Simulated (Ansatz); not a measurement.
AlCl3H2O (`[OH2+][Al-]([Cl])([Cl])[Cl]`) at its PBE0-D4/def2-TZVP geometry, where that method's forces vanish. Total charge 0; spin multiplicity 1.

```xyz
7

O    -0.0142   -0.3630    1.1175
Al    0.2076    0.3524   -0.6806
Cl   -1.6173    1.4114   -0.7693
Cl    1.9605    1.4909   -0.6199
Cl    0.3053   -1.4997   -1.6903
H    -0.0025   -1.3296    1.1208
H    -0.8393   -0.0624    1.5218
```

Task: What forces (eV/Å) does PBE-D4/def2-TZVPP give on these atoms in the Gaussian-basis code of Ansatz? (An estimate is asked.)

Result: Computed: 
```
O1   0.378  0.233  0.051
Al2  0.005  0.037 -0.105
Cl3 -0.210  0.125 -0.006
Cl4  0.208  0.134  0.010
Cl5  0.015 -0.216 -0.113
H6  -0.022 -0.424 -0.003
H7  -0.375  0.111  0.166
```
